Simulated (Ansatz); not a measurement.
**CFOSi: where a starting geometry ends**

The starting geometry of this gas-phase doublet was optimised with GFN2-xTB.

```xyz
4

C    -1.1938   -0.6735   -0.2632
F     2.2546   -0.7977   -0.4491
O    -0.0600   -0.6292    0.1018
Si    1.4110   -0.5030    0.9232
```

Question: Predict what it relaxes into with B3LYP-D3(BJ)/6-311G**.

Answer: It loosens into FSi + CO, which stay close as a complex. Contacts that open: O3–Si4 (1.69 → 2.95 Å).

The energy falls by 0.72 eV over 22 steps:

```
step  E − E(last) (eV)
   1             0.725
   3             0.480
   6             0.075
   8             0.008
  10             0.004
  13             0.002
  15             0.001
  17             0.000
  20             0.000
  22             0.000
```

Final geometry (Å):

```xyz
4

C    -1.3512   -0.7447   -0.6405
F     2.2790   -0.7971   -0.4427
O    -0.6607   -0.5869    0.2386
Si    2.1447   -0.4747    1.1573
```

No frequencies were run, so the end isn't proven a minimum. Open shells are spin-unrestricted. Run with Ansatz 0.2.0, 54 s on 1 thread of Intel(R) Xeon(R) 6975P-C (Granite Rapids), with other jobs on the host.
